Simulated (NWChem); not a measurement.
Species: BiH3; SMILES [BiH3]

Results from NWChem. Structure relaxed at the PBE0-D3(BJ)/def2-TZVP level. def2 effective core potentials on Bi; no spin-orbit coupling. Ions are spin-unrestricted doublets at the neutral geometry; other ion states weren't tried.

Estimate the computed values for BHandHLYP/def2-SVP. Quantities: vertical ionisation energy, ΔSCF (eV); −ε(HOMO) (eV).


```yaml
vertical ionisation energy, ΔSCF (eV): 10.00
"−ε(HOMO) (eV)": 8.53
```
